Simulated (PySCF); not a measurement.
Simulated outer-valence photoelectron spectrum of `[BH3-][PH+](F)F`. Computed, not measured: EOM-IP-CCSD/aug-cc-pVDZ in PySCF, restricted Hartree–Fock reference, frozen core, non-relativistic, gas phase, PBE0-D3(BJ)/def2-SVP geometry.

Each root has a Gaussian of 0.3 eV full width with its one-hole share as area; cross sections and vibrations are left out, and the highest printed point is 100.

```
ionisation energy (eV)  intensity
                  11.6          0
                  11.7          3
                  11.8         15
                  11.9         47
                  12.0         88
                  12.1        100
                  12.2         67
                  12.3         26
                  12.4          6
                  12.5          1
                  12.6          0
                  12.7          0
                  12.8          0
                  12.9          0
                  13.0          0
                  13.1          0
                  13.2          0
                  13.3          0
                  13.4          0
                  13.5          0
                  13.6          0
                  13.7          0
                  13.8          0
                  13.9          0
                  14.0          0
                  14.1          0
                  14.2          0
                  14.3          0
                  14.4          0
                  14.5          0
                  14.6          0
                  14.7          0
                  14.8          0
                  14.9          0
                  15.0          0
                  15.1          0
                  15.2          0
                  15.3          1
                  15.4          7
                  15.5         21
                  15.6         35
                  15.7         31
                  15.8         15
                  15.9          4
                  16.0          3
                  16.1         11
                  16.2         28
                  16.3         36
                  16.4         26
                  16.5         11
                  16.6          7
                  16.7         18
                  16.8         34
                  16.9         35
                  17.0         25
                  17.1         27
                  17.2         36
                  17.3         31
                  17.4         14
                  17.5          4
                  17.6          1
```

Question: Where are the maxima, and how many lines lie under the curve?

Answer: 5 maxima, at 12.1, 15.6, 16.3, 16.9 and 17.2 eV, from 7 lines. At this width some lines have no maximum of their own.

Question: List the lines with their holes.

Answer: 
| E (eV) | leading hole (HF orbital) | area | Koopmans (eV) |
| --- | --- | --- | --- |
| 12.00 | HOMO | 0.96 | 12.75 |
| 12.10 | HOMO-1 | 0.95 | 12.78 |
| 12.11 | HOMO-2 | 0.95 | 12.82 |
| 15.63 | HOMO-3 | 0.94 | 17.25 |
| 16.29 | HOMO-4 | 0.94 | 18.90 |
| 16.85 | HOMO-5 | 0.94 | 19.61 |
| 17.23 | HOMO-6 | 0.92 | 19.65 |

The widest gap, 3.52 eV, lies between 12.11 and 15.63 eV. Only orbitals with −ε under 21 eV, eight at most, were ionised, so the high end of the curve may lack lines.
